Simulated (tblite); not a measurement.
Compound: C4H11NOSi3.
Geometry (GFN2-xTB, Å), atoms numbered from 1 in this order:
```
atom  x, y, z in Å
C1     3.1356   -0.0754   -0.2407
N2     2.0737   -0.1318   -1.2063
C3     0.8808    0.1247   -0.9015
C4     0.3176    0.5118    0.4159
Si5   -0.3839   -1.1242    1.2024
Si6   -2.3837   -1.2376    0.0057
Si7   -2.3592    0.9675   -0.7493
C8    -0.8059    1.4939    0.2835
O9    -0.8083    2.5387    0.9019
H10    2.9575   -0.7490    0.6031
H11    3.2655    0.9364    0.1551
H12    4.0529   -0.3731   -0.7480
H13    0.1634    0.0397   -1.7148
H14    1.0940    0.9319    1.0605
H15   -0.4561   -0.8713    2.6469
H16    0.6588   -2.1417    1.0301
H17   -2.3544   -2.2585   -1.0507
H18   -3.5258   -1.6254    0.8444
H19   -3.4389    1.8744   -0.3661
H20   -2.0887    1.1794   -2.1751
```

Calculated harmonic vibrations of the isolated species, GFN2-xTB (tblite), most abundant isotopes, no scaling. Against measured fundamentals such values can be off by several per cent, at times by over 20. Modes of hydrogen on silicon can be 10 to 20 % off. One conformer, not necessarily the lowest.

Harmonic wavenumbers (cm⁻¹): 51.6, 59.0, 68.3, 88.5, 145.3, 153.7, 198.1, 229.1, 314.8, 331.1, 347.9, 408.4, 414.2, 429.8, 432.0, 460.5, 469.0, 488.9, 512.7, 530.0, 556.2, 588.9, 649.4, 661.7, 683.9, 712.1, 794.6, 802.6, 828.1, 871.6, 1008.6, 1046.8, 1073.5, 1081.9, 1118.1, 1152.3, 1242.2, 1347.0, 1387.2, 1471.1, 1485.5, 1681.8, 1720.6, 2179.2, 2190.8, 2209.8, 2219.6, 2229.5, 2272.4, 2934.4, 2943.8, 2950.3, 2978.5, 3011.7.

A = 1339, B = 746.7, C = 618.8 MHz; mass 173.015 u (most abundant isotopes); point group C1, symmetry number 1.

Problem. Zero-point energy?

Solution. ½Σν̃ = 29109 cm⁻¹ = 348.22 kJ/mol.

Problem. What is S at 350 K and 1 bar for an ideal gas of classical rigid rotors and harmonic oscillators?

Solution. Translation 176.46, rotation 130.16, vibration 201.70: S = 508.3 J/(mol K).

Problem. And Cp and H(350 K) − H(0)?

Solution. Cp = 235.82 J/(mol K), of which vibrations give 202.57 (their classical limit is 54 R = 449.0); H(350 K) − H(0) = 48.78 kJ/mol without the zero-point energy, 37.14 from vibrations.

Problem. How do the functions run with temperature in this model?

Solution. 
```
 T (K)  S (J/(mol K))  Cp (J/(mol K))  H − H(0) (kJ/mol)  G − H(0) (kJ/mol)  ln q(vib)
    50          260.4            63.7               2.29             -10.73       0.72
   100          313.7            93.6               6.22             -25.15       2.39
298.15          472.4           212.4              37.15            -103.69       9.59
373.15          523.7           245.3              54.35            -141.07      12.34
   500          601.9           289.3              88.40            -212.58      16.83
   750          731.5           349.0             168.75            -379.84      24.99
  1000          837.5           387.3             261.13            -576.36      32.24
```

q(vib) and H(0) count from the zero-point level.

Problem. What must be added to the electronic energy to get the Gibbs energy at 350 K and 1 bar?

Solution. ZPE + [H(350 K) − H(0)] − T·S = 348.22 + 48.78 − 177.91 = 219.09 kJ/mol.

Hindered rotation and anharmonicity are outside this model. Other conformers, if any are populated, would add a mixing term that is left out. The structure is chiral; the term R ln 2 for an equal mix with its mirror image is left out.
